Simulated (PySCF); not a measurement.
Electron correlation in Sr³⁶⁺ (strontium, charge +36)

1s2, closed-shell 1S. Calculation: PySCF 2.14, in an uncontracted even-tempered set (17 s from 56 bohr⁻², ratio 2.2; 7 p from 85 bohr⁻², ratio 2.4; 4 d from 260 bohr⁻², ratio 2.4; 3 f from 380 bohr⁻², ratio 2.4; 3 g from 580 bohr⁻², ratio 2.4); scalar relativity by spin-free X2C-1e. Frozen: nothing; 2 electrons correlated; the 8 highest virtual orbitals of each spin left out.

With two correlated electrons CCSD is exact within the correlated space (frozen core and kept virtual orbitals).

```tsv
level	correlation energy (mhartree)
CCSD	-52.04
```

Diagnostics: T1 = 3.1e-06, D1 = 0.0000, largest double amplitude 0.001.

Cost of the coupled-cluster step: of the order of 6 core-seconds, for 2 correlated electrons.

At this charge the one-electron X2C treatment keeps the bare 1/r₁₂, with no two-electron picture change or Breit term. That inflates the 1s pair energies well beyond their four-component values; and a scalar Hamiltonian misses the large spin-orbit splitting of the p shells, which matters for ns² → np² pairs.
